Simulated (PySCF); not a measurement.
How methods differ on the ionisation energy of As(2+)

As(2+) [Ar] 3d10 4s2 4p1 (2P) → As(3+) [Ar] 3d10 4s2 (1S), as a difference of total energies. Calculation: PySCF 2.14, in def2-QZVPPD (12s7p5d4f1g, 95 functions); no relativity, point nucleus. Correlated levels: valence: [Ar] 3d10 frozen. The calculations carry no spin-orbit coupling.

```csv
method,ionisation energy (eV)
UHF,27.457
MP2 (valence),27.746
SCS-MP2 (valence),27.739
CCSD (valence),27.815
CCSD(T) (valence),27.837
```

How much does correlation contribute at CCSD(T) (valence)?

27.837 − (27.457) = 0.380 eV, measured against UHF.

A first-order spin-orbit estimate (lowest level to lowest level, LS coupling) adds 0.208 eV.

These non-relativistic numbers lack the scalar-relativistic shift.

Errors of the correlated levels include the incompleteness of this basis and the frozen core.

For comparison: 28.349 ± 0.012 eV (measured; NIST Atomic Spectra Database, ionization energies).
